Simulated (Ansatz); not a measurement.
The cluster HfGe10, 11 atoms. Hardware: 2 threads of AMD EPYC 7R13 on a shared host and a share (18 GiB) of an NVIDIA H100 80GB HBM3.

In the def2 sets Hf takes a core potential; there is no spin–orbit coupling. Correlated methods freeze 90 core orbitals; core or outer-core shells of Hf, Ge are correlated, in sets that lack core-valence functions. Single mean-field runs in def2-TZVP are fitted with def2-universal-jkfit.

Q: How many basis functions does each of these Ansatz runs have, and roughly what does it cost? r2SCAN-D4/def2-TZVP, charge 0 singlet, energy, from earlier orbitals; HF/def2-TZVP, charge 0 singlet, energy, from earlier orbitals; RPA@PBE/def2-TZVP, charge 0 singlet, energy, from earlier orbitals; PBE0-D4/def2-TZVP, charge 0 singlet, energy, from earlier orbitals; PBE-D4/def2-SVP, charge 0 singlet, energy, from earlier orbitals; PBE-D4/def2-SVP, charge 0 singlet, relaxation, 45 steps; MP2/def2-TZVP, charge 0 singlet, energy, from earlier orbitals; PBE0-D4/def2-SVP, charge 0 singlet, energy, from earlier orbitals; PBE-D4/def2-TZVP, charge 0 singlet, energy and forces, from earlier orbitals.

A: Other jobs shared the machine, so times can vary by a factor of up to 3.

| run | functions | fitting or Cholesky vectors | wall time | peak host memory (GiB) |
| --- | --- | --- | --- | --- |
| PBE-D4/def2-SVP, charge 0 singlet, energy, from earlier orbitals | 352 | 3824 | 5.5 s | 1 |
| HF/def2-TZVP, charge 0 singlet, energy, from earlier orbitals | 520 | 2887 | 6.5 s | 1 |
| PBE0-D4/def2-TZVP, charge 0 singlet, energy, from earlier orbitals | 520 | 2887 | 7 s | 1 |
| PBE0-D4/def2-SVP, charge 0 singlet, energy, from earlier orbitals | 352 | 3454 | 7.5 s | 1.1 |
| r2SCAN-D4/def2-TZVP, charge 0 singlet, energy, from earlier orbitals | 520 | 2887 | 7.5 s | 1 |
| PBE-D4/def2-TZVP, charge 0 singlet, energy and forces, from earlier orbitals | 520 | 2887 | 8 s | 1.1 |
| MP2/def2-TZVP, charge 0 singlet, energy, from earlier orbitals | 520 | 3613 | 13 s | 1.2 |
| RPA@PBE/def2-TZVP, charge 0 singlet, energy, from earlier orbitals | 520 | 3613 | 16 s | 3.7 |
| PBE-D4/def2-SVP, charge 0 singlet, relaxation, 45 steps | 352 | 3824 | 2.5 min | 1.1 |
